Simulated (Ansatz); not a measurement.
Two isomers of C8H7ClO2: A = `COc1ccc(C(=O)Cl)cc1`, B = `COC(=O)c1ccc(Cl)cc1`.

Isolated molecules relaxed with PBE0-D4/def2-TZVP in Ansatz; ΔE leaves out vibrations. CCSD(T)/CBS is the MP2 limit (def2-TZVPP, def2-QZVPP) plus CCSD(T) − MP2 in def2-TZVPP, frozen cores. DFT in def2-TZVPP. B3LYP here is the variant with VWN-RPA as its local correlation; programs differ in this. One conformer a species, not always the lowest.

Q: Which isomer does CCSD(T)/CBS put lower? Give the gap. (Best estimate.)

A: Computed: B, by 10.4 kcal/mol.

Q: Give E(B) − E(A) in kcal/mol with B3LYP, HF/def2-TZVPP, BLYP-D4, CCSD(T)/def2-SVP, PBE0-D4, ωB97M-V, CCSD(T)/def2-TZVPP. (Best estimate.)

A: Computed: B3LYP -8.5, HF/def2-TZVPP -13.4, BLYP-D4 -6.2, CCSD(T)/def2-SVP -10.9, PBE0-D4 -8.7, ωB97M-V -10.0, CCSD(T)/def2-TZVPP -10.4. None reverses the order clearly.

Largest T1 diagnostic: 0.014.

From r2SCAN to r2SCAN0 (25 % exact exchange), in def2-TZVPP and without D4, E(B) − E(A) moves by −1.8 kcal/mol. Leaving LDA and LC-ωPBE aside and taking each functional with its dispersion term where it has one, the values, not all of them listed here, spread over 4.3 kcal/mol, from BHLYP-D4 to revPBE-D4.
